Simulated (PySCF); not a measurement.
Al(Cl)2(OEt) (C2H5AlCl2O), SMILES [Cl][Al]([O]CC)[Cl]. Atoms are numbered in the order given.

```xyz
11

Al    -0.1058     0.4641     0.1592
Cl     1.2010     0.9441    -1.3984
Cl    -1.4986     1.8656     0.8073
O     -0.0593    -1.0338     0.9125
C      0.5733    -2.2713     0.7427
C      0.2007    -2.9246    -0.5720
H      1.6713    -2.1531     0.8042
H      0.2774    -2.9209     1.5844
H      0.5317    -2.3077    -1.4231
H      0.6738    -3.9138    -0.6688
H     -0.8899    -3.0576    -0.6416
```
Charge 0, spin multiplicity 1.

Geometry optimised at PBE0-D3(BJ)/def2-SVP. The values are those of a single conformer.

All values below come from PBE/def2-TZVP (PySCF).

Gas-phase values at a fixed geometry.

```json
{
 "total_energy": "-1316.86094 hartree",
 "highest_occupied_level": "-6.97 eV",
 "lowest_empty_level": "-1.73 eV",
 "orbital_gap": "5.25 eV",
 "dipole_moment": "1.86 D",
 "quadrupole, principal values (traceless, Buckingham form, about the centre of nuclear charge)": "-6.13, 2.08, 4.05 D·Å",
 "mean_static_polarisability": "76.5 bohr³ (11.34 Å³)",
 "polarisability_principal_values": "62.4, 77.2, 89.9 bohr³"
}
```
